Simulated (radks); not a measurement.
Values are calculated unless marked as measured or tabulated.
Isoelectronic series with 7 electrons, all held in the configuration [He] 2s2 2p3, which need not be the ground one along the series. Level of theory: non-relativistic Kohn-Sham, r2SCAN, spin-polarised, spherical densities, point nucleus; open shells are filled with parallel spins first; meta-GGA in the generalised Kohn-Sham scheme (a radial shooting solver on a logarithmic mesh with Libxc functionals). Total energies (hartree) and mean radii <r> (bohr) (* marks an orbital that is empty in some or all of the ions):

ion,E (hartree),2p down*,2p up,2s down,2s up
N,-54.58403,1.632,1.414,1.383,1.299
O+,-74.55949,1.184,1.077,1.123,1.068
F2+,-97.79862,0.9420,0.8766,0.9442,0.9055
Ne3+,-124.29559,0.7857,0.7415,0.8145,0.7860
Mg5+,-187.05304,0.5929,0.5685,0.6393,0.6220
Al6+,-223.31095,0.5287,0.5096,0.5774,0.5634
Si7+,-262.82069,0.4773,0.4618,0.5264,0.5148
P8+,-305.58183,0.4351,0.4224,0.4838,0.4740
S9+,-351.59405,0.3998,0.3892,0.4475,0.4392
Cl10+,-400.85713,0.3699,0.3608,0.4163,0.4092
Ar11+,-453.37091,0.3442,0.3364,0.3892,0.3830
K12+,-509.13526,0.3219,0.3150,0.3655,0.3600
Ca13+,-568.15007,0.3023,0.2963,0.3444,0.3396
